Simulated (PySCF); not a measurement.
AsH5Si: core ionisation energies

Species: AsH2(SiH3).
Geometry (PBE0-D3(BJ)/def2-SVP, Å), atoms numbered from 1 in this order:
```
atom  x, y, z in Å
As1    0.6666    1.0501    0.9815
H2     1.8264    1.0266   -0.0095
H3    -0.0921    2.0892    0.1614
Si4   -0.4221   -0.7439   -0.1251
H5    -0.4285   -0.5961   -1.6115
H6    -1.8312   -0.8147    0.3657
H7     0.2809   -2.0112    0.2374
```

Computed, not measured: PySCF 2.14.0, delta-SCF UKS SCAN, pcX-2 on the ionised atom, pcseg-1 elsewhere, spin-free X2C. These are vertical core ionisation energies against the vacuum level, from separate self-consistent calculations with and without the core hole.

Task: List the computed XPS lines with their assignment.

Result: 
| atom(s) | bonded to | level | binding energy (eV) | 2p1/2 (eV) | count |
| --- | --- | --- | --- | --- | --- |
| Si4 | 3 H and As | Si 1s | 1846.55 | – | 1 |
| Si4 | 3 H and As | Si 2p3/2 | 106.81 | 107.43 | 1 |

Task: Express the binding energy of Si 1s of Si4 in atomic units and per mole.

Result: 1846.55 eV = 67.8595 Eh = 178165 kJ/mol.

Spin–orbit and ligand-field terms were added within each 2p shell after the spin-free SCF. 2p1/2 minus 2p3/2 (ligand field included): Si 0.62 eV. No level of arsenic is listed. Isolated species at its PBE0-D3(BJ)/def2-SVP geometry, gas phase.
